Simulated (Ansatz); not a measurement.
This triplet is an excited state, 3.20 eV above the relaxed singlet at the level composite: frozen-core CCSD(T) with HF/cc-pVQZ and the correlation energy extrapolated as X^-3 from cc-pVTZ and cc-pVQZ, plus CCSDT(Q) minus CCSD(T) in cc-pVDZ // PBE0-D3(BJ)/def2-TZVP (Ansatz, a first-principles code).

A geometry relaxed with PBE0-D3(BJ)/def2-TZVP run with Ansatz, charge 0, multiplicity 3:

```xyz
3

F     -1.3371    -0.2923     0.0000
F      1.3376    -0.2902     0.0000
Si    -0.0005     0.5825     0.0000
```

Q: Write the SMILES of this molecule.

A: `F[Si]F`
